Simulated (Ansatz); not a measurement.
The cluster GeF₂. The state is a singlet with charge 0. Geometry PBE0-D4/def2-TZVP, that of the neutral singlet.

```xyz
3

Ge    0.433    0.450   -0.449
F    -1.291    0.186   -0.400
F     0.857   -0.636    0.849
```

The structure comes from a short search, and lower isomers may exist.

Question: Estimate the orbital energies around the gap (eV) in Ansatz with PBE-D4/def2-TZVP, r2SCAN-D4/def2-TZVP, PBE0-D4/def2-TZVP.

Answer: 
| orbital | PBE-D4/def2-TZVP | r2SCAN-D4/def2-TZVP | PBE0-D4/def2-TZVP |
| --- | --- | --- | --- |
| HOMO−5 | -10.93 | -11.46 | -12.92 |
| HOMO−4 | -10.20 | -10.70 | -12.22 |
| HOMO−3 | -10.13 | -10.66 | -12.18 |
| HOMO−2 | -9.53 | -10.04 | -11.52 |
| HOMO−1 | -9.13 | -9.65 | -11.18 |
| HOMO | -7.64 | -7.99 | -8.94 |
| LUMO | -3.34 | -3.31 | -2.58 |
| LUMO+1 | -0.75 | -0.44 | 0.05 |
| LUMO+2 | -0.01 | 0.43 | 0.87 |
| LUMO+3 | 5.13 | 6.04 | 6.04 |
| LUMO+4 | 5.40 | 6.22 | 6.29 |
| LUMO+5 | 5.53 | 6.42 | 6.41 |
| β HOMO | -7.64 | -7.99 | -8.94 |
| β LUMO | -3.34 | -3.31 | -2.58 |
